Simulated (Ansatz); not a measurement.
Input file for BH$_{8}$NOSi$_{2}$ (`OBN([SiH3])[SiH3]`):

```yaml
crystal:
  periodic: [false, false, false]
  atoms:
    - {symbol: O, position_ang: [-1.795949, 0.985196, 1.113906]}
    - {symbol: B, position_ang: [-0.933681, -0.075696, 1.089302]}
    - {symbol: N, position_ang: [0.036295, -0.105644, 0.052362]}
    - {symbol: Si, position_ang: [1.192200, -1.400352, -0.089979]}
    - {symbol: Si, position_ang: [0.062853, 1.203690, -1.113642]}
    - {symbol: H, position_ang: [-2.426870, 0.951948, 1.833801]}
    - {symbol: H, position_ang: [-1.001124, -0.943497, 1.916443]}
    - {symbol: H, position_ang: [1.045301, -2.088525, -1.399706]}
    - {symbol: H, position_ang: [0.960482, -2.368194, 1.009860]}
    - {symbol: H, position_ang: [2.579266, -0.871636, -0.006155]}
    - {symbol: H, position_ang: [-1.209107, 1.282649, -1.871916]}
    - {symbol: H, position_ang: [1.169903, 0.888908, -2.057308]}
    - {symbol: H, position_ang: [0.340930, 2.506553, -0.462171]}
basis:
  gaussian: {orbitals: def2-TZVPP}
correlation: {method: ccsd_t}
```

```sh
$ ansatz run in.yaml --threads 4 --pin off --events-out ev --progress --plain --max-ram 10444MiB
```

Output of Ansatz, abridged:

```
Functional definition: HF
1683 factors; integrals over basis functions are off by at most 1.2e-3 eV
mean field evaluation 1: about -20042.5289 eV, gradient 4.8e1 eV
mean field evaluation 2: about -20042.7953 eV, gradient 4.8e1 eV
mean field evaluation 4: about -20047.9017 eV, gradient 4.4e0 eV
mean field evaluation 8: about -20047.9801 eV, gradient 2.2e-1 eV
mean field -20047.98027445 eV, -736.7496860769 hartree, gradient 2.2e-6 eV, S^2 0.000000; 0 other end points of the search recorded, 0 dependent functions left out
13 core orbitals not correlated: weight in the atoms' cores, before any rotation towards them, 1.000 or more for the frozen orbitals, at most 0.000 for the correlated occupied ones
reference -20047.98027445 eV, -736.7496860769 hartree; 15, 15 occupied and 261, 261 virtual orbitals, 1683 factors
second order -21.82352184 eV of doubles, -0.00000000 eV of singles
cycle   1  -22.56051091 eV  change   -7.4e-1 eV  update   1.1e-1
cycle   2  -23.19076212 eV  change   -6.3e-1 eV  update   3.2e-2
cycle   3  -23.31308402 eV  change   -1.2e-1 eV  update   1.6e-2
cycle   4  -23.29756808 eV  change    1.6e-2 eV  update   3.9e-3
cycle   5  -23.29718030 eV  change    3.9e-4 eV  update   1.7e-3
cycle   6  -23.29751459 eV  change   -3.3e-4 eV  update   4.5e-4
cycle   7  -23.29725267 eV  change    2.6e-4 eV  update   1.5e-4
cycle   8  -23.29724025 eV  change    1.2e-5 eV  update   4.7e-5
cycle   9  -23.29726172 eV  change   -2.1e-5 eV  update   1.6e-5
perturbative correction -0.84870806 eV, -0.0311894459 hartree
Total energy: -20072.12624423 eV, -737.6370340998 hartree
```

Run time 4.4 min (4 threads of an Arm Neoverse V1 on a shared host); peak host memory 8.7 GiB.

Correlation energy per correlated electron: -0.805 eV. T1 diagnostic: 0.0124.
